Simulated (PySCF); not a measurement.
# UHF on Dy (dysprosium, neutral)

Configuration: [Xe] 4f10 5d1 6s1, one real determinant (an excited configuration). Computed with PySCF 2.14 in ANO-RCC-VTZP, with scalar relativity by spin-free X2C-1e.

```
Total energy                                                  : -12151.785802 hartree
One-electron energy                                           : -16657.8548 hartree
Hartree (Coulomb) energy                                      : 4769.2436 hartree
Exchange energy                                               : -263.1746 hartree
⟨S²⟩                                                          : 12.0061
⟨L²⟩                                                          : 40.061
Sum of ⟨r⟩                                                    : 43.31 bohr
Sum of ⟨r²⟩                                                   : 73.51 bohr²
Traceless quadrupole moment −½Σ⟨3z² − r²⟩ along its main axis : 2.92 e·bohr²
Langevin diamagnetic susceptibility                           : -58.2 ×10⁻⁶ cm³/mol
```

```json
{"shell": "1s α", "electrons": "1", "mean orbital energy (eV)": "-54044.0", "spread (eV)": "0", "rms radius, mean of both spins (bohr)": "0.0240"}
{"shell": "1s β", "electrons": "1", "mean orbital energy (eV)": "-54043.9", "spread (eV)": "0", "rms radius, mean of both spins (bohr)": "0.0240"}
{"shell": "2s α", "electrons": "1", "mean orbital energy (eV)": "-9122.0", "spread (eV)": "0", "rms radius, mean of both spins (bohr)": "0.0971"}
{"shell": "2s β", "electrons": "1", "mean orbital energy (eV)": "-9121.8", "spread (eV)": "0", "rms radius, mean of both spins (bohr)": "0.0971"}
{"shell": "2p α", "electrons": "3", "mean orbital energy (eV)": "-8103.3", "spread (eV)": "0.068", "rms radius, mean of both spins (bohr)": "0.0874"}
{"shell": "2p β", "electrons": "3", "mean orbital energy (eV)": "-8103.1", "spread (eV)": "0.024", "rms radius, mean of both spins (bohr)": "0.0874"}
{"shell": "3s α", "electrons": "1", "mean orbital energy (eV)": "-2082.3", "spread (eV)": "0", "rms radius, mean of both spins (bohr)": "0.250"}
{"shell": "3s β", "electrons": "1", "mean orbital energy (eV)": "-2079.5", "spread (eV)": "0", "rms radius, mean of both spins (bohr)": "0.250"}
{"shell": "3p α", "electrons": "3", "mean orbital energy (eV)": "-1762.1", "spread (eV)": "0.323", "rms radius, mean of both spins (bohr)": "0.250"}
{"shell": "3p β", "electrons": "3", "mean orbital energy (eV)": "-1758.9", "spread (eV)": "0.133", "rms radius, mean of both spins (bohr)": "0.250"}
{"shell": "3d α", "electrons": "5", "mean orbital energy (eV)": "-1341.8", "spread (eV)": "0.497", "rms radius, mean of both spins (bohr)": "0.230"}
{"shell": "3d β", "electrons": "5", "mean orbital energy (eV)": "-1338.4", "spread (eV)": "0.537", "rms radius, mean of both spins (bohr)": "0.230"}
{"shell": "4s α", "electrons": "1", "mean orbital energy (eV)": "-437.84", "spread (eV)": "0", "rms radius, mean of both spins (bohr)": "0.564"}
{"shell": "4s β", "electrons": "1", "mean orbital energy (eV)": "-430.61", "spread (eV)": "0", "rms radius, mean of both spins (bohr)": "0.564"}
{"shell": "4p α", "electrons": "3", "mean orbital energy (eV)": "-329.87", "spread (eV)": "0.535", "rms radius, mean of both spins (bohr)": "0.599"}
{"shell": "4p β", "electrons": "3", "mean orbital energy (eV)": "-321.93", "spread (eV)": "0.014", "rms radius, mean of both spins (bohr)": "0.599"}
{"shell": "4d α", "electrons": "5", "mean orbital energy (eV)": "-178.87", "spread (eV)": "1.049", "rms radius, mean of both spins (bohr)": "0.660"}
{"shell": "4d β", "electrons": "5", "mean orbital energy (eV)": "-168.55", "spread (eV)": "1.961", "rms radius, mean of both spins (bohr)": "0.660"}
{"shell": "5s α", "electrons": "1", "mean orbital energy (eV)": "-58.705", "spread (eV)": "0", "rms radius, mean of both spins (bohr)": "1.42"}
{"shell": "5s β", "electrons": "1", "mean orbital energy (eV)": "-55.597", "spread (eV)": "0", "rms radius, mean of both spins (bohr)": "1.42"}
{"shell": "5p α", "electrons": "3", "mean orbital energy (eV)": "-30.735", "spread (eV)": "0.625", "rms radius, mean of both spins (bohr)": "1.69"}
{"shell": "5p β", "electrons": "3", "mean orbital energy (eV)": "-27.985", "spread (eV)": "0.624", "rms radius, mean of both spins (bohr)": "1.69"}
{"shell": "4f α", "electrons": "7", "mean orbital energy (eV)": "-12.713", "spread (eV)": "1.239", "rms radius, mean of both spins (bohr)": "0.960"}
{"shell": "4f β", "electrons": "3", "mean orbital energy (eV)": "-8.518", "spread (eV)": "0.132", "rms radius, mean of both spins (bohr)": "0.960"}
{"shell": "6s α", "electrons": "1", "mean orbital energy (eV)": "-4.814", "spread (eV)": "0", "rms radius, mean of both spins (bohr)": "4.95"}
{"shell": "5d α", "electrons": "1", "mean orbital energy (eV)": "-3.262", "spread (eV)": "0", "rms radius, mean of both spins (bohr)": "3.23"}
```

⟨L²⟩ = 40.06 against 72 for a pure L term, so this real determinant mixes terms. Spin-orbit coupling, absent here, splits the open shell strongly.

Densities and radii are taken from the X2C orbitals without a picture-change correction, which distorts them close to the nucleus.

Spin-orbit constants ζ (cm⁻¹) from the X2C one-electron operator on these orbitals: bare nucleus, nucleus screened by l(l+1)(2l+1)/3 electrons, and screened by the Breit-Pauli mean field of the electrons.

```
shell     bare  screened nucleus  mean field
   2p  4145000           4019000         n/a
   3p   869700            843400         n/a
   3d   135600            115000         n/a
   4p   189900            184200         n/a
   4d    24990             21200         n/a
   4f     3539              2038         n/a
   5p    22200             21530         n/a
   5d    835.9             709.3         n/a
```

To first order the Landé constant is A = -225.2 cm⁻¹, so the lowest level has J = 11 and lies 0.670 eV below the centre of the term. This holds in LS coupling only.
